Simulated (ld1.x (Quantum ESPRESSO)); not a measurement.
**An all-electron radial function and its pseudo partner (chromium (Cr))**

Columns: radius, all-electron u(r) and pseudo u(r) of the 3d shell (level -9.87 eV) of chromium in the configuration [Ar] 3d5 4s0 4p0; PBE, scalar-relativistic, TM semilocal scheme, ld1.x (Quantum ESPRESSO) 7.5.

```
r (bohr)  all-electron  pseudo
   0.145        0.1043  0.0135
   0.290        0.3603  0.0980
   0.435        0.5888  0.2795
   0.580        0.7346  0.5211
   0.725        0.8035  0.7460
   0.870        0.8168  0.8872
   1.015        0.7967  0.9239
   1.160        0.7586  0.8801
   1.305        0.7123  0.7971
   1.450        0.6632  0.7087
   1.595        0.6143  0.6324
   1.740        0.5671  0.5718
   1.885        0.5225  0.5230
   2.030        0.4806  0.4806
   2.175        0.4416  0.4416
   2.320        0.4054  0.4054
   2.465        0.3719  0.3719
   2.610        0.3409  0.3409
   2.755        0.3122  0.3122
   2.900        0.2858  0.2858
   3.045        0.2614  0.2614
   3.190        0.2389  0.2389
   3.335        0.2183  0.2183
   3.480        0.1992  0.1992
   3.625        0.1818  0.1818
   3.770        0.1658  0.1658
```

**Question.** How many radial nodes do the two functions have?

**Answer.** The all-electron 3d function has n − l − 1 = 0; the pseudo-wave has 0.

**Question.** At about which radius was the pseudo-wave matched?

**Answer.** 2.10 bohr, where the columns begin to agree (steps of 0.14 bohr).

**Question.** Is the pseudo-wave norm-conserving?

**Answer.** Yes: the TM semilocal scheme keeps the norm inside the radius equal to the all-electron one, which fixes the energy derivative of the logarithmic derivative at the level.
